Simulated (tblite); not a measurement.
Compound: C6H14ClFSi.
Cartesian coordinates in Å at the GFN2-xTB level; atoms count from 1:
```
atom  x, y, z in Å
C1     1.6155   -0.3391    1.2118
C2     0.9557   -0.1915   -0.1532
C3     1.6855    0.8812   -0.9526
Cl4    1.2250   -1.7633   -1.0176
C5    -0.5745   -0.0177   -0.0764
C6    -1.1365    0.4534   -1.4248
C7    -0.9553    1.0304    0.9750
Si8   -1.4030   -1.7071    0.3260
F9    -2.8363   -1.3205    0.9721
H10    2.6435   -0.6746    1.0898
H11    1.0915   -1.0604    1.8320
H12    1.6299    0.6211    1.7216
H13    1.3978    0.8650   -1.9993
H14    2.7594    0.7175   -0.8946
H15    1.4655    1.8644   -0.5422
H16   -2.2242    0.4180   -1.4019
H17   -0.7952   -0.1859   -2.2361
H18   -0.8446    1.4801   -1.6387
H19   -0.4517    1.9783    0.7880
H20   -2.0272    1.2071    0.9305
H21   -0.7165    0.7021    1.9830
H22   -1.7543   -2.4625   -0.8619
H23   -0.7549   -2.4690    1.3796
```

Computed with GFN2-xTB (tblite): harmonic, unscaled wavenumbers at the GFN2-xTB geometry, gas phase. Errors from tens to a few hundred cm⁻¹ against measured bands are possible. Modes of hydrogen on silicon can be 10 to 20 % off. One conformer, not necessarily the lowest.

Harmonic wavenumbers (cm⁻¹): 68.2, 83.5, 144.1, 181.3, 225.1, 231.3, 236.4, 251.7, 264.9, 290.3, 322.5, 342.7, 350.0, 362.5, 369.0, 430.6, 460.7, 523.2, 570.4, 636.5, 679.2, 742.8, 772.3, 787.0, 822.4, 952.0, 959.6, 970.3, 975.4, 1012.0, 1025.1, 1116.2, 1144.9, 1158.2, 1195.8, 1217.4, 1249.6, 1399.7, 1409.7, 1414.3, 1427.8, 1475.5, 1485.5, 1488.6, 1491.9, 1507.9, 1511.6, 1519.1, 1524.9, 2349.4, 2379.4, 3002.7, 3011.3, 3023.2, 3026.7, 3029.4, 3031.3, 3034.4, 3037.0, 3040.3, 3048.0, 3055.6, 3061.1.

A = 1586, B = 910.5, C = 791.1 MHz; mass 168.054 u (most abundant isotopes); point group C1, symmetry number 1.

Q: What is the zero-point energy?

A: Half the sum of the wavenumbers: 40956 cm⁻¹ = 117.10 kcal/mol.

Q: What is S at 350 K and 1 bar for an ideal gas of classical rigid rotors and harmonic oscillators?

A: Translation 42.09, rotation 30.50, vibration 41.72: S = 114.3 cal/(mol K).

Q: And Cp and H(350 K) − H(0)?

A: Cp = 54.45 cal/(mol K), of which vibrations give 46.50 (their classical limit is 63 R = 125.2); H(350 K) − H(0) = 10.99 kcal/mol without the zero-point energy, 8.21 from vibrations.

Q: Which modes carry the vibrational entropy at 350 K?

A: 68.2 cm⁻¹: 4.52; 83.5 cm⁻¹: 4.12; 144.1 cm⁻¹: 3.06; 181.3 cm⁻¹: 2.62; 225.1 cm⁻¹: 2.21; 231.3 cm⁻¹: 2.16 cal/(mol K); the other 57 give 23.04 together.

Q: Blend soft modes into free rotors: weight 1/[1 + (100 cm⁻¹/ν̃)⁴] for the oscillator and the rest for a rotor with moment μB/(μ + B), μ = h/(8π²ν), B = 10⁻⁴⁴ kg m². What vibrational entropy results?

A: 40.11 cal/(mol K) in place of 41.72, which changes −T·S at 350 K by +0.57 kcal/mol.

Hindered rotation and anharmonicity are outside this model. Other conformers, if any are populated, would add a mixing term that is left out. The structure is chiral; the term R ln 2 for an equal mix with its mirror image is left out.
